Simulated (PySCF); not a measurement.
All values below come from B3LYP-D3(BJ)/def2-TZVP // r2SCAN-D4/def2-SVP in PySCF 2.14.0. Isolated molecules, 0 K electronic values unless said otherwise. One relaxed conformer stands for a flexible species; it need not be the lowest. B3LYP has the VWN-RPA correlation part, as in Gaussian. 

Reference species: [Ti(Cl)4] (neutral, multiplicity 1).

The charge on the central atom (Mulliken) comes out as 1.08 e, the HOMO–LUMO gap is 5.35 eV and the coordination number is 4.

After one change: the charge on the central atom (Mulliken) goes up by 0.34 e; the HOMO–LUMO gap rises by 0.37 eV; the coordination number is nearly the same.

Question: Name the change that produced these shifts. The new species is one of these.
A) [Ti(Cl)3(NH2)]
B) [Ti(Cl)2(NH2)2]
C) [Ti(NH2)4]
D) [Ti(Cl)(NH2)3]

Answer: D, [Ti(Cl)(NH2)3]
